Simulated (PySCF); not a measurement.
**NaBe: energy against distance**

Set-up: PySCF, no relativity, basis sets Na def2-TZVP, Be def2-TZVP. Energies in eV from Na + Be in their ground configurations at the same level. State: ²Σ⁺ (doublet), unpaired electrons σ ↑.

All columns are PBE0. A positive dipole means Na(−)Be(+).

```
R (Å)  E (eV)  μ (D)  Mulliken charge on Na (basis-dependent)  HOMO (eV)  LUMO (eV)  Mayer bond order  ⟨S²⟩
2.503  -0.216  -2.86                                     0.14      -3.52      -1.32              0.80  0.77
2.620  -0.297  -2.86                                     0.12      -3.54      -1.37              0.76  0.77
2.736  -0.341  -2.83                                     0.11      -3.56      -1.42              0.72  0.77
2.824  -0.356  -2.79                                     0.10      -3.57      -1.45              0.68  0.77
2.911  -0.360  -2.74                                     0.10      -3.58      -1.48              0.64  0.78
2.998  -0.355  -2.68                                     0.10      -3.59      -1.51              0.61  0.78
3.115  -0.339  -2.59                                     0.10      -3.61      -1.55              0.56  0.78
3.260  -0.310  -2.46                                     0.09      -3.62      -1.59              0.49  0.78
3.435  -0.269  -2.28                                     0.09      -3.64      -1.62              0.42  0.77
3.668  -0.214  -2.02                                     0.08      -3.65      -1.65              0.34  0.77
```

A fit through these points gives, at Re = 2.901 Å, μ = -2.75 D and dμ/dR = 0.603 D/Å; the reduced mass is 6.474 u.

Task: How strong is the fundamental in the double-harmonic approximation, I = 42.26·(dμ/dR)²/μred km/mol?

Result: I = 42.26·(0.603)²/6.474 = 2.37 km/mol at PBE0.

The bond is weak. Basis-set superposition, not corrected here, can be much of De in a small basis, most of all at correlated wavefunction levels. Functionals without a dispersion term scatter widely for such bonds, and LDA overbinds them. The state is the lowest determinant that a PBE0 search found; another state may lie lower at other levels.
